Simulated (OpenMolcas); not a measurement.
## O+: CASPT2 settings compared

| Item | Value |
| --- | --- |
| Program | OpenMolcas |
| Basis | ANO-R2 [4s4p2d1f] |
| Scalar Hamiltonian | X2C, finite nucleus |
| Active space | 3 electrons in 3 orbitals (2p) |
| State averaging | 2S+1 = 4 odd, 1 root; 2S+1 = 2 odd, 8 roots kept (CI in the orbitals of an earlier block) |
| Spin-orbit coupling | RASSI with atomic mean-field integrals over the reference wave functions, term energies averaged over their components |

Methods on the same reference wave functions:
A. CASSCF
B. SS-CASPT2, IPEA 0.1 Eh, no level shift (closed shells correlated: 1s 2s)
C. SS-CASPT2, IPEA 0.15 Eh, sigma1 regulariser 0.4 Eh (closed shells correlated: 1s 2s)
D. SS-CASPT2, IPEA 0.4 Eh, sigma1 regulariser 0.05 Eh (closed shells correlated: 2s)

Energies in cm-1 above 2s2 2p3 4S* 3/2, the measured ground level; measured values from NIST Handbook of Basic Atomic Spectroscopic Data.

| Level | A | B | C | D | Measured |
| --- | --- | --- | --- | --- | --- |
| 2s2 2p3 4S* 3/2 | 0.0 | 0.0 | 0.0 | 0.0 | 0.0 |
| 2s2 2p3 2D* 3/2 | 30873 | 27750 | 27720 | 27520 | 26831 |
| 2s2 2p3 2D* 5/2 | 30875 | 27760 | 27720 | 27530 | 26811 |
| 2s2 2p3 2P* 1/2 | 51458 | 43520 | 43520 | 43540 | 40470 |
| 2s2 2p3 2P* 3/2 | 51460 | 43520 | 43530 | 43540 | 40468 |

Deviations, from unrounded energies. A percentage is the sum of absolute deviations over the sum of measured energies, with the sign that they share, or ± where signs differ.

```csv
Against measurement,Levels,A,B,C,D
mean absolute deviation (cm-1),4,7500,2000,2000,1900
other terms of the ground configuration (%),4,+22.4,+5.9,+5.9,+5.6
```

C, D lie about equally close to measurement and A furthest from it. The largest miss of D in the table is 2s2 2p3 2P* 3/2, by +3100 cm-1. The ranking rests on the paired levels alone, and a cruder setting can come out closer through cancelling errors.

Among B to D the level of the table that moves most is 2s2 2p3 2D* 5/2, by 230 cm-1 (lowest in D, highest in B). Moves below CASPT2's spread within the term are not significant.

The mean deviations of B to D differ by less than CASPT2's widest spread within a term (180 cm-1), so their order carries little weight.

From A to B the spin-free energies of the other terms of 2s2 2p3 shown, above 4S*, scale by factors of 0.85 to 0.90.

The lowest spin-free term lies below A's lowest term by 0.125 hartree in B, 0.123 hartree in C, 0.106 hartree in D.

CASPT2 breaks the degeneracy within a term, and the mean is taken; among the terms shown or strongly mixed into the levels shown the widest spread is 180 cm-1 (2s2 2p3 2P*, D). Terms from blocks run as CI alone lack orbitals of their own. With the s shell closed, the reference lacks s² → p² mixing. Without dynamic correlation excited terms often stand tens of per cent too high (terms of higher spin than the ground term too low), and those without a measured partner can miss by more than the paired ones (holds for A). Measured partners are found by configuration, term and J. A level has none where our copy of the source lacks it or the pairing is in doubt (some pairs that miss far off the trend of their configuration count as doubtful), and it then counts in no deviation. Only configurations of the active space appear.

* marks odd parity.
